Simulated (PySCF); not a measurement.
## Krypton: a sound run and one with changed settings

Sound run: Kr⁺ [Ar] 3d10 4s2 4p5, Kr²⁺ [Ar] 3d10 4s2 4p4. All numbers are calculated (PySCF 2.14, scalar relativity through the core potential, in cc-pVDZ-PP with ECP10MDF). The sound run starts from symmetry-adapted Hartree-Fock orbitals and uses a fine grid where one is needed.

Changed run: basis STO-3G, all-electron and non-relativistic. This setting is unsound on purpose.

```tsv
species	method	sound run (hartree)	changed run (hartree)	converged
Kr⁺	UHF	-461.69600	-2722.30230	yes
Kr⁺	B3LYP	-463.10673	-2723.60031	yes
Kr⁺	TPSS	-462.94821	-2723.52174	yes
Kr²⁺	UHF	-460.84097	-2721.45462	yes
Kr²⁺	B3LYP	-462.20845	-2722.70642	yes
Kr²⁺	TPSS	-462.05431	-2722.63055	yes
```

Ionisation energy of Kr⁺:

```json
{"method": "UHF", "sound run (eV)": "23.267", "changed run (eV)": "23.067"}
{"method": "B3LYP", "sound run (eV)": "24.444", "changed run (eV)": "24.324"}
{"method": "TPSS", "sound run (eV)": "24.324", "changed run (eV)": "24.251"}
```

A minimal basis cannot let orbitals breathe on ionisation and holds almost no correlation. The Hamiltonian changed with the basis, so the totals do not compare.

For comparison, NIST gives 24.360 eV between the lowest levels.
